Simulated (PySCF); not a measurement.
C3H5ClOSi, SMILES C=C=C(Cl)[SiH2]O. Atoms are numbered in the order given.

```xyz
11

C      2.4622    -1.1374    -0.0239
C      1.3910    -0.3831    -0.0433
C      0.2832     0.3139    -0.0556
Cl     0.3047     2.0792    -0.2294
Si    -1.4377    -0.4349     0.1059
O     -1.3317    -2.0888     0.2586
H      2.8811    -1.5538    -0.9473
H      2.9823    -1.3677     0.9133
H     -2.0897     0.2161     1.2781
H     -2.2138    -0.1696    -1.1286
H     -0.7782    -2.4329     0.9696
```

Coordinates come from a B3LYP-D3(BJ)/def2-SVP optimisation. The structure was generated by enumeration, and PubChem lists no compound with its InChIKey, so it may never have been made. The values are those of a single conformer.

Two levels are set side by side: PBE/pcSseg-1 (PySCF) and PBE0/pcSseg-1 (PySCF). GIAO shifts against H2O (¹⁷O), HCl (³⁵Cl), TMS (²⁹Si), TMS (¹H), TMS (¹³C) at the same level; non-relativistic, no solvent, atoms listed together averaged. Without spin–orbit terms, shifts of atoms bonded to Cl or Br come out too high at both levels. Differences are taken from unrounded values.

```csv
quantity,PBE0
δ(¹³C) of C1 (ppm),89.7
δ(¹³C) of C2 (ppm),225.6
δ(¹³C) of C3 (ppm),108.6
δ(³⁵Cl) of Cl4 (ppm),175.8
δ(²⁹Si) of Si5 (ppm),-30.5
δ(¹⁷O) of O6 (ppm),25.2
δ(¹H) of H11 (ppm),1.51
```

**Question.** What does PBE give, and how far is it from PBE0? (Estimate from the structure and the level; the computed values follow.)

**Answer.** 
| quantity | PBE | PBE minus PBE0 |
|---|---|---|
| δ(¹³C) of C1 (ppm) | 88.4 | -1.3 |
| δ(¹³C) of C2 (ppm) | 221.6 | -4.0 |
| δ(¹³C) of C3 (ppm) | 109.3 | 0.7 |
| δ(³⁵Cl) of Cl4 (ppm) | 207.1 | 31.2 |
| δ(²⁹Si) of Si5 (ppm) | -32.4 | -1.8 |
| δ(¹⁷O) of O6 (ppm) | 34.1 | 8.9 |
| δ(¹H) of H11 (ppm) | 1.38 | -0.13 |

Rough cost on one machine, each run with all the roots and properties that it gave: PBE0 against PBE within a factor of 2.
